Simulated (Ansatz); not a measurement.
BeClH (SMILES [BeH][Cl]) moved off its minimum; all values from Ansatz (a quantum-chemistry and plane-wave program), cores frozen in correlated methods.
(charge 0, multiplicity 1)
```xyz
3

Be     0.0473    -0.0163    -1.3165
H     -0.0982    -0.0458    -2.6933
Cl    -0.1004    -0.0355     0.4881
```

| level | largest force (eV/Å) | on atom | rms difference from CCSD(T)/aug-cc-pV(T+d)Z (eV/Å) | dipole (D) |
|---|---|---|---|---|
| HF/def2-TZVPP | 1.02 | Be1 | 0.074 | 0.76 |
| PBE/def2-TZVPP | 0.73 | Be1 | 0.070 | 0.46 |
| r2SCAN/def2-TZVPP | 0.80 | H2 | 0.026 | 0.54 |
| B3LYP/def2-TZVPP | 0.88 | H2 | 0.022 | 0.53 |
| wB97M-V/def2-TZVPP | 0.94 | H2 | 0.047 | 0.55 |
| MP2/aug-cc-pV(T+d)Z | 0.91 | H2 | 0.032 | 0.64 |
| CCSD(T)/aug-cc-pV(T+d)Z | 0.85 | Be1 | 0.000 | 0.63 |

The differences count from one level among others, with limits of its own. Forces at CCSD(T)/aug-cc-pV(T+d)Z (eV/Å):

```json
[
 {"atom": "Be1", "Fx": "-0.389", "Fy": "-0.069", "Fz": "-0.754"},
 {"atom": "H2", "Fx": "0.255", "Fy": "0.046", "Fz": "0.793"},
 {"atom": "Cl3", "Fx": "0.134", "Fy": "0.023", "Fz": "-0.039"}
]
```
